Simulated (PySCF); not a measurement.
Sb2, charge +1, doublet, at a GFN2-xTB geometry (a state made from the parent by changing its charge; the spin is typed, not shown lowest) (core potentials on Sb). Base run: PBE0/def2-SVP (PySCF).

Input for PySCF:
```python
from pyscf import gto, scf, dft

mol = gto.Mole()
mol.atom = '''
    Sb   -0.000000   -0.000000   -1.344861
    Sb    0.000000    0.000000    1.344861
'''
mol.basis = 'def2-svp'
mol.ecp = {'Sb': 'def2-svp'}
mol.charge = 1
mol.spin = 1
mol.verbose = 4
mol.build()

mf = dft.UKS(mol)
mf.xc = 'pbe0'
mf.kernel()
mf.analyze()
```

Each row names what was changed in the base input (with any setting that the change needs).

| change | ΔE vs base (mEh) | outcome |
|---|---|---|
| base | 0.000 | converged |
| auxbasis = def2-svp-ri | - | input refused |
| auxbasis = cc-pvtz-ri | - | input refused |
| auxbasis = even-tempered beta=1.6 | 0.006 | converged |
| auxbasis = even-tempered beta=3.0 | -133.8 | converged |
| auxbasis = cc-pvdz-jkfit | - | input refused |
| auxbasis = cc-pvqz-jkfit | - | input refused |
| auxbasis = autoaux | -0.060 | converged |
| exchange = seminumerical (SGX) (with mf = sgx.sgx_fit(mf, auxbasis='def2-universal-jfit'); with mf.with_df.dfj = True) | -0.066 | converged |
| auxbasis = def2-tzvp-ri | - | input refused |

A fitting set is made for a task (jfit for Coulomb, jkfit for Coulomb and exchange, ri for correlation) and for a family of orbital bases.

Open shells are given as the SCF converged; they aren't shown to be the lowest states, and a large step between rows can be another state.

- auxbasis = def2-svp-ri: ended with `pyscf.lib.exceptions.BasisNotFoundError: Basis set not found for Sb in def2-svp-ri`
- auxbasis = cc-pvtz-ri: ended with `pyscf.lib.exceptions.BasisNotFoundError: Basis set not found for Sb in cc-pvtz-ri`
- auxbasis = cc-pvdz-jkfit: ended with `pyscf.lib.exceptions.BasisNotFoundError: Basis set not found for Sb in cc-pvdz-jkfit`
